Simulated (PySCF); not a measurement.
A structure optimised at PBE-D3(BJ)/def2-SVP, used in a PySCF frequency run:

```xyz
9

Zn     0.0670     0.6777     0.0000
N     -0.2244     2.4865     0.0000
H     -0.7353     2.8353     0.8217
H     -0.7353     2.8353    -0.8217
S      0.6740    -1.4137     0.0000
C     -0.9737    -2.2425     0.0000
H     -1.5657    -2.0011     0.9041
H     -0.7775    -3.3324     0.0000
H     -1.5657    -2.0011    -0.9041
```
Charge 0, spin multiplicity 1.

Problem. Write its SMILES, formula and point group.

Solution. C[S][Zn][NH2], CH5NSZn, Cs

Problem. What are its rotational constants (standard atomic weights)?

Solution. 13.939, 1.8084, 1.6318 GHz
